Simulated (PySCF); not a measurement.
Continuum solvent and chemical shifts

Numbering as in the mapped SMILES `[CH3:1][C:2](=[O:3])[c:4]1[cH:5][cH:6][c:7]([CH:8]=[O:9])[cH:10][cH:11]1`. Each H is labelled by its parent atom.

GIAO PBE0/pcSseg-1 in PySCF on one PBE0-D3(BJ)/def2-SVP conformer, non-relativistic, equivalent nuclei averaged. Solvents enter as an IEF-PCM continuum (dichloromethane with ε = 8.9, water with ε = 78.4) around the gas-phase geometry. Shifts are referred to TMS computed in the same medium.

In dichloromethane, δ in ppm: C2 204.1, C8 199.8, C4 144.5, C7 143.5, C6/C10 137.5, C5/C11 136.2, C1 29.8, H(C8) 9.98, H(C5)/H(C11) 8.51, H(C6)/H(C10) 8.33, H(C1) 2.80. Dipole moment 1.35 D.

(1) How does each δ change in the more polar medium?

(2) Which nuclei move most (in ppm), and what does the model miss?

Results:

(1) 
| atoms | environment | Δδ, water |
| --- | --- | --- |
| C2 | ketone carbonyl carbon | +1.1 |
| C8 | aldehyde carbonyl carbon | +1.1 |
| C4 | substituted aromatic carbon | +0.3 |
| C7 | substituted aromatic carbon | +0.2 |
| C6/C10 | aromatic CH | +0.3 |
| C5/C11 | aromatic CH | +0.3 |
| C1 | methyl carbon α to a carbonyl | +0.4 |
| H(C8) | hydrogen on an aldehyde carbonyl carbon | +0.01 |
| H(C5)/H(C11) | hydrogen on an aromatic CH | +0.04 |
| H(C6)/H(C10) | hydrogen on an aromatic CH | +0.04 |
| H(C1) | hydrogen on a methyl carbon α to a carbonyl | +0.04 |

Changes are relative to dichloromethane. The dipole moment becomes 1.37 D in water.

(2) C2 (ketone carbonyl carbon, +1.1 ppm) and C8 (aldehyde carbonyl carbon, +1.1 ppm) in water. A continuum only polarises the solute; specific hydrogen bonds, the anisotropy of aromatic solvents and changes of geometry or conformer are outside it.
